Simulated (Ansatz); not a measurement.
Coupled-cluster diagnostics for TiBr3, Ansatz.

Geometry of the doublet (PBE-D4/def2-SVP):

| atom | x (Å) | y (Å) | z (Å) |
| --- | --- | --- | --- |
| Ti1 | 0.000 | -0.001 | 0.003 |
| Br2 | -0.551 | 2.213 | 0.535 |
| Br3 | -1.677 | -1.501 | -0.647 |
| Br4 | 2.229 | -0.710 | 0.109 |

Correlated methods freeze 32 core orbitals; core or outer-core shells of Ti, Br are correlated, in sets that lack core-valence functions. No other spin state of charge 0 was run.

Estimate the CCSD(T) correlation energy, the shares of MP2 and (T), T1 and the reference's ⟨S²⟩ for: charge 0, doublet, own geometry in def2-SVP; charge 1, singlet, vertical in def2-SVP; and the rough time on 4 threads of Arm Neoverse V1 on a shared host.


| state | basis | correlation (eV) | MP2 share (%) | (T) share (%) | T1 | ⟨S²⟩ (pure) | wall time | remarks |
| --- | --- | --- | --- | --- | --- | --- | --- | --- |
| charge 0, doublet, own geometry | def2-SVP | -26.242 | 95.5 | 3.2 | 0.017 | 0.76 (0.75) | 76 s | – |
| charge 1, singlet, vertical | def2-SVP | -28.652 | 97.8 | 6.2 | 0.025 | 0.00 (0.00) | 22 s | test for broken spin undecided |
Customary marks for T1 are 0.02 (closed shells), 0.045 (open shells) and about 0.05 (3d metals). T1 exceeds 0.02 in 1 of 2 rows and 0.045 in 0; the higher it lies, the less the single-reference result can be trusted.
